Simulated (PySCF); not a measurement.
Point-charge models of `[SiH3]CC1=CC(O[SiH3])=CC=C1` against its computed dipole.

Coordinates (GFN2-xTB, Å) and charges (e) from the PBE0/pcSseg-1 density (PySCF):

```json
{"atom": "Si1", "x": "3.115", "y": "1.514", "z": "0.378", "Mulliken": "+0.5252", "IAO": "+0.6155", "Hirshfeld": "+0.3169", "ESP-fitted": "+0.4733"}
{"atom": "C2", "x": "2.460", "y": "0.247", "z": "-0.893", "Mulliken": "-0.3810", "IAO": "-0.5334", "Hirshfeld": "-0.1524", "ESP-fitted": "-0.3885"}
{"atom": "C3", "x": "1.127", "y": "-0.270", "z": "-0.470", "Mulliken": "-0.2868", "IAO": "+0.0247", "Hirshfeld": "+0.0092", "ESP-fitted": "+0.2502"}
{"atom": "C4", "x": "1.026", "y": "-1.378", "z": "0.365", "Mulliken": "-0.0276", "IAO": "-0.1875", "Hirshfeld": "-0.0671", "ESP-fitted": "-0.3476"}
{"atom": "C5", "x": "-0.211", "y": "-1.836", "z": "0.776", "Mulliken": "-0.0530", "IAO": "-0.1370", "Hirshfeld": "-0.0477", "ESP-fitted": "-0.0739"}
{"atom": "C6", "x": "-1.369", "y": "-1.198", "z": "0.369", "Mulliken": "-0.1615", "IAO": "-0.2189", "Hirshfeld": "-0.0799", "ESP-fitted": "-0.3923"}
{"atom": "C7", "x": "-1.283", "y": "-0.087", "z": "-0.459", "Mulliken": "+0.3225", "IAO": "+0.2158", "Hirshfeld": "+0.0798", "ESP-fitted": "+0.5393"}
{"atom": "O8", "x": "-2.374", "y": "0.582", "z": "-0.892", "Mulliken": "-0.6356", "IAO": "-0.5878", "Hirshfeld": "-0.1934", "ESP-fitted": "-0.4588"}
{"atom": "Si9", "x": "-3.973", "y": "0.359", "z": "-0.730", "Mulliken": "+0.6743", "IAO": "+0.8690", "Hirshfeld": "+0.3897", "ESP-fitted": "+0.5911"}
{"atom": "C10", "x": "-0.037", "y": "0.372", "z": "-0.870", "Mulliken": "-0.0462", "IAO": "-0.2009", "Hirshfeld": "-0.0736", "ESP-fitted": "-0.4740"}
{"atom": "H11", "x": "3.245", "y": "0.864", "z": "1.682", "Mulliken": "-0.0795", "IAO": "-0.1169", "Hirshfeld": "-0.0764", "ESP-fitted": "-0.1105"}
{"atom": "H12", "x": "2.179", "y": "2.634", "z": "0.466", "Mulliken": "-0.0772", "IAO": "-0.1158", "Hirshfeld": "-0.0755", "ESP-fitted": "-0.1063"}
{"atom": "H13", "x": "4.426", "y": "1.988", "z": "-0.075", "Mulliken": "-0.0934", "IAO": "-0.1235", "Hirshfeld": "-0.0808", "ESP-fitted": "-0.1330"}
{"atom": "H14", "x": "3.168", "y": "-0.576", "z": "-0.982", "Mulliken": "+0.1521", "IAO": "+0.1552", "Hirshfeld": "+0.0461", "ESP-fitted": "+0.1225"}
{"atom": "H15", "x": "2.384", "y": "0.723", "z": "-1.870", "Mulliken": "+0.1519", "IAO": "+0.1554", "Hirshfeld": "+0.0463", "ESP-fitted": "+0.1282"}
{"atom": "H16", "x": "1.924", "y": "-1.884", "z": "0.688", "Mulliken": "+0.0610", "IAO": "+0.1452", "Hirshfeld": "+0.0453", "ESP-fitted": "+0.1823"}
{"atom": "H17", "x": "-0.279", "y": "-2.701", "z": "1.419", "Mulliken": "+0.0886", "IAO": "+0.1552", "Hirshfeld": "+0.0520", "ESP-fitted": "+0.1522"}
{"atom": "H18", "x": "-2.340", "y": "-1.550", "z": "0.684", "Mulliken": "+0.1054", "IAO": "+0.1475", "Hirshfeld": "+0.0441", "ESP-fitted": "+0.1789"}
{"atom": "H19", "x": "-4.384", "y": "0.436", "z": "0.674", "Mulliken": "-0.1061", "IAO": "-0.1476", "Hirshfeld": "-0.0787", "ESP-fitted": "-0.1179"}
{"atom": "H20", "x": "-4.382", "y": "-0.940", "z": "-1.271", "Mulliken": "-0.1050", "IAO": "-0.1467", "Hirshfeld": "-0.0786", "ESP-fitted": "-0.1206"}
{"atom": "H21", "x": "-4.442", "y": "1.483", "z": "-1.524", "Mulliken": "-0.0970", "IAO": "-0.1230", "Hirshfeld": "-0.0728", "ESP-fitted": "-0.1000"}
{"atom": "H22", "x": "0.008", "y": "1.237", "z": "-1.514", "Mulliken": "+0.0687", "IAO": "+0.1556", "Hirshfeld": "+0.0475", "ESP-fitted": "+0.2054"}
```

Task: What dipole does each set of charges give (1 e·Å = 4.803 D), and what does the density give?

Result: The full density gives (-0.21, -0.58, 0.06) D, 0.62 D in size; dipole vectors point from the negative to the positive end.

```csv
scheme,μx,μy,μz,size (D),share of the full size (%),angle to the full dipole (°)
Mulliken,0.98,-0.12,1.34,1.66,267,93
IAO,-0.70,-0.12,0.88,1.13,180,67
Hirshfeld,-0.22,-0.07,0.04,0.24,38,53
ESP-fitted,-0.20,-0.58,0.07,0.62,100,2
```

Task: Which set comes closest?

Result: Length of the difference vector: ESP-fitted 0.02 D, Hirshfeld 0.52 D, IAO 1.05 D, Mulliken 1.81 D. Closest: ESP-fitted. ESP charges are fitted to the potential around the molecule, whose slowest-falling term is the dipole's. 

Task: What is left for the Hirshfeld atoms' own dipoles?

Result: The shares of the density sum to the whole, so what Σ q r misses lies in dipoles about the nuclei. The atomic dipoles sum to (-0.21, -0.58, 0.06) − (-0.22, -0.07, 0.04) = (0.01, -0.51, 0.02) D, 0.52 D in size.

Task: With the origin at the mean of the coordinates, (0.000, 0.001, -0.184) Å, which are the largest single terms, by size, of the Hirshfeld dipole along the direction of the full one?

Result: Si1 -3.68, Si9 +1.81, H13 +1.30, H12 +1.14, H20 -0.85 D; all 22 atoms together +0.14 D. The single terms depend on the origin, their sum doesn't.

Task: Give the size of the full dipole in other units.

Result: 0.62 D = 0.246 au = 0.130 e·Å = 2.08 × 10⁻³⁰ C·m.

Geometry: GFN2-xTB, one conformer, isolated molecule.

These values come from a run that also computed NMR shieldings. Hardware: an Arm Neoverse V1 with one thread, no GPU, on a shared host. Cost: 58 s of wall time, 1.1 GiB resident at most.

Shape of the structure used: `[SiH3:1][CH2:2][c:3]1[cH:4][cH:5][cH:6][c:7]([O:8][SiH3:9])[cH:10]1`: Si1–C2–C3–C4 -88°, C6–C7–O8–Si9 -4°.
